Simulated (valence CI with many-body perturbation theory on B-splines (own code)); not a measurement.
# E1 transitions of Te⁺

Computed by valence CI with perturbative core correlation (CI+MBPT): five valence electrons over a frozen Dirac-Fock core [Kr] 4d10, a basis of 9 s, 9 p, 8 d, 6 f, 3 g, 1 h functions for each j, with the one-electron correlation potential Σ1 (screened to all orders), the two-electron term Σ2, the three-electron term Σ3, Breit, model QED; selected single and double excitations, second order for the rest, scaled by the run's own slope (own B-spline code, finite nucleus).

Set against measurement, 14 paired levels are off by 107 cm⁻¹ on average, the worst by 342. These come from a selection out of the NIST Handbook of Basic Atomic Spectroscopic Data. Levels without a partner in it may be off by more. Among the levels kept, up to 1100 cm⁻¹ of a level comes from second order outside the variational space, and about a tenth of that is noise between levels of different J, which matters for small intervals.

Lines 201 to 233 of 233 in falling wavelength, among levels below 107409 cm⁻¹, chosen from the strongest by gf and those to the six lowest levels. Wavelengths and rates use the calculated energies, so an error of 100 cm⁻¹ moves a line at 119.0 nm by 0.12 % and its rate by three times that or more. Electric multipoles are in the length gauge, E1 and E2 with the static RPA response of the core. Weak lines are less certain than strong ones. Lines between different terms over intervals too small for the method are left out, as are lines whose strength nearly cancels. The highest levels of a list are the least certain.

Names give the largest LS component (configuration and term), which can be under half, so a name can repeat, a term be missing and a line seem to break the LS rules; names also repeat where a configuration has a term twice. Letters in brackets count levels of one name in rising energy.

```tsv
λ vac (nm)	Upper	Lower	A (s⁻¹)	S (a.u.) with core polarisation	S without
119.0	5s²5p²5d ⁴D_7/2	5s²5p³ ²D°_5/2	2.30e+08	1.53e+00	1.64e+00
118.0	5s²5p²6s ²D_5/2	5s²5p³ ²D°_3/2	6.18e+07	3.01e-01	2.63e-01
117.8	5s²5p²5d ⁴F_5/2	5s²5p³ ⁴S°_3/2	8.95e+07	4.33e-01	4.82e-01
117.6	5s²5p²5d ⁴F_3/2	5s²5p³ ⁴S°_3/2	1.86e+07	5.97e-02	5.68e-02
117.5	5s²5p²6s ²D_3/2	5s²5p³ ²D°_3/2	3.31e+08	1.06e+00	1.03e+00
116.7	5s²5p²6s ⁴P_5/2	5s²5p³ ⁴S°_3/2	6.69e+08	3.15e+00	3.06e+00
115.4	5s5p⁴ ²D_3/2	5s²5p³ ⁴S°_3/2	9.78e+06	2.97e-02	3.69e-02
115.0	5s²5p²5d ⁴P_5/2	5s²5p³ ²D°_5/2	2.84e+06	1.28e-02	2.44e-02
114.7	5s5p⁴ ²D_5/2	5s²5p³ ⁴S°_3/2	3.22e+07	1.44e-01	1.33e-01
113.1	5s²5p²5d ²G_7/2	5s²5p³ ²D°_5/2	4.75e+08	2.71e+00	2.93e+00
113.0	5s²5p²5d ⁴P_3/2	5s²5p³ ²D°_5/2	1.98e+08	5.65e-01	6.05e-01
112.8	5s²5p²5d ⁴D_1/2 [a]	5s²5p³ ⁴S°_3/2	1.97e+07	2.79e-02	3.17e-02
112.6	5s²5p²5d ²F_5/2	5s²5p³ ⁴S°_3/2	5.31e+07	2.24e-01	2.55e-01
112.5	5s²5p²6s ²P_3/2	5s²5p³ ⁴S°_3/2	1.59e+07	4.48e-02	4.94e-02
112.2	5s²5p²5d ⁴P_5/2	5s²5p³ ²D°_3/2	7.75e+07	3.24e-01	3.20e-01
111.2	5s²5p²5d ²D_3/2	5s²5p³ ²D°_5/2	4.48e+07	1.21e-01	1.27e-01
110.5	5s²5p²5d ²D_5/2	5s²5p³ ²D°_5/2	3.95e+08	1.58e+00	1.79e+00
110.3	5s²5p²5d ⁴P_3/2	5s²5p³ ²D°_3/2	2.21e+07	5.85e-02	6.81e-02
110.1	5s²5p²5d ²S_1/2	5s²5p³ ²D°_3/2	2.79e+06	3.67e-03	1.69e-03
108.7	5s²5p²5d ⁴P_1/2	5s²5p³ ²D°_3/2	1.50e+07	1.90e-02	2.53e-02
108.6	5s²5p²5d ⁴D_3/2	5s²5p³ ⁴S°_3/2	1.15e+08	2.91e-01	3.33e-01
108.5	5s²5p²5d ²D_3/2	5s²5p³ ²D°_3/2	5.24e+08	1.32e+00	1.43e+00
108.0	5s²5p²5d ⁴D_1/2 [b]	5s²5p³ ⁴S°_3/2	8.08e+06	1.01e-02	1.15e-02
107.9	5s²5p²5d ²D_5/2	5s²5p³ ²D°_3/2	4.00e+09	1.49e+01	1.61e+01
107.9	5s²5p²5d ⁴D_5/2	5s²5p³ ⁴S°_3/2	4.26e+08	1.58e+00	1.78e+00
105.3	5s²5p²6s ²D_5/2	5s²5p³ ⁴S°_3/2	2.86e+08	9.89e-01	1.04e+00
104.9	5s²5p²6s ²D_3/2	5s²5p³ ⁴S°_3/2	1.24e+08	2.83e-01	3.04e-01
100.7	5s²5p²5d ⁴P_5/2	5s²5p³ ⁴S°_3/2	4.97e+09	1.50e+01	1.69e+01
99.15	5s²5p²5d ⁴P_3/2	5s²5p³ ⁴S°_3/2	4.90e+09	9.42e+00	1.06e+01
98.96	5s²5p²5d ²S_1/2	5s²5p³ ⁴S°_3/2	1.51e+09	1.44e+00	1.62e+00
97.86	5s²5p²5d ⁴P_1/2	5s²5p³ ⁴S°_3/2	4.56e+09	4.22e+00	4.77e+00
97.71	5s²5p²5d ²D_3/2	5s²5p³ ⁴S°_3/2	8.39e+08	1.54e+00	1.74e+00
97.21	5s²5p²5d ²D_5/2	5s²5p³ ⁴S°_3/2	8.89e+07	2.42e-01	2.86e-01
```
